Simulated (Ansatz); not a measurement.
Geometry optimisation of Be8.

```yaml
crystal:
  periodic: [false, false, false]
  atoms:
    - {symbol: Be, position_ang: [0.900467, 1.127024, 0.337762]}
    - {symbol: Be, position_ang: [0.923521, 0.716171, -1.622991]}
    - {symbol: Be, position_ang: [-1.020051, 0.979864, -0.438989]}
    - {symbol: Be, position_ang: [1.829531, -0.659560, -0.463794]}
    - {symbol: Be, position_ang: [-1.007576, 0.758436, 1.551998]}
    - {symbol: Be, position_ang: [0.173214, -0.996939, 1.081747]}
    - {symbol: Be, position_ang: [-1.745734, -0.815648, 0.534560]}
    - {symbol: Be, position_ang: [-0.053382, -1.109347, -0.980293]}
basis:
  gaussian: {orbitals: def2-SVP}
magnetization: {spin_polarized: true, initial_magnetization: 4}
hamiltonian: {xc: r2scan}
scf: {omitted_lower_state_checks: [starts]}
output: {orbitals: {seedname: orbitals}}
relax: {f_tol: 0.02, max_steps: 100}
```

```sh
$ ansatz run in.yaml --threads 4 --pin off --events-out ev --progress --plain --max-ram 3916MiB
```

Output, abridged:

```
Functional definition: r2SCAN
mean field -3199.14959262 eV, -117.5665790674 hartree, gradient 1.1e-5 eV, S^2 6.019275; 0 other end points of the search recorded, 0 dependent functions left out
relax step   1: F+E_penalty+E_count = -3199.14959262 eV  Δ(F+E_penalty+E_count) = +0.000e0 eV  max|allowed force component| = 1.061e0 eV/Å  Δτ_max = 0.0000 Å  (50 SCF iters, accepted)
mean field -3199.47323134 eV, -117.5784725708 hartree, gradient 7.6e-6 eV, S^2 6.028593; 0 other end points of the search recorded, 0 dependent functions left out
relax step   2: F+E_penalty+E_count = -3199.47323134 eV  Δ(F+E_penalty+E_count) = -3.236e-1 eV  max|allowed force component| = 3.092e-1 eV/Å  Δτ_max = 0.1198 Å  (60 SCF iters, accepted)
mean field -3199.50882999 eV, -117.5797807970 hartree, gradient 4.2e-6 eV, S^2 6.029209; 0 other end points of the search recorded, 0 dependent functions left out
relax step   3: F+E_penalty+E_count = -3199.50882999 eV  Δ(F+E_penalty+E_count) = -3.560e-2 eV  max|allowed force component| = 8.436e-2 eV/Å  Δτ_max = 0.0317 Å  (58 SCF iters, accepted)
mean field -3199.51187813 eV, -117.5798928143 hartree, gradient 1.8e-5 eV, S^2 6.029866; 0 other end points of the search recorded, 0 dependent functions left out
relax step   4: F+E_penalty+E_count = -3199.51187813 eV  Δ(F+E_penalty+E_count) = -3.048e-3 eV  max|allowed force component| = 1.028e-2 eV/Å  Δτ_max = 0.0160 Å  (51 SCF iters, accepted)
mean field -3199.51187813 eV, -117.5798928143 hartree, gradient 1.8e-5 eV, S^2 6.029866; 0 other end points of the search recorded, 0 dependent functions left out
Total energy: -3199.51190540 eV, -117.5798938164 hartree
Atom 0 at     0.882204     1.159877     0.436545 Å, force     0.005736     0.002298    -0.008955 eV/Å
Atom 1 at     0.819745     0.668471    -1.627437 Å, force    -0.002992    -0.005159     0.005821 eV/Å
Atom 2 at    -1.005608     1.005249    -0.540608 Å, force    -0.006071     0.002405     0.008693 eV/Å
Atom 3 at     1.805194    -0.614477    -0.362115 Å, force    -0.006608     0.004945     0.001418 eV/Å
Atom 4 at    -0.899126     0.723788     1.560529 Å, force     0.003489    -0.005434    -0.005426 eV/Å
Atom 5 at     0.275187    -1.020212     1.094264 Å, force    -0.009991    -0.002912     0.003258 eV/Å
Atom 6 at    -1.725849    -0.777811     0.429007 Å, force     0.006153     0.005739    -0.001794 eV/Å
Atom 7 at    -0.151757    -1.144883    -0.990185 Å, force     0.010283    -0.001881    -0.003015 eV/Å
Dipole moment:    -0.000032     0.000002     0.000038 e Å
Checks for a lower state left out: starts
```

Run time 7 s (4 threads of Intel Xeon 6975P-C on a shared host).

At r2SCAN/def2-SVP a triplet of charge 0 lies 0.20 eV below the quintet, each at its own geometry. The structure comes from a short search, and lower isomers may exist.
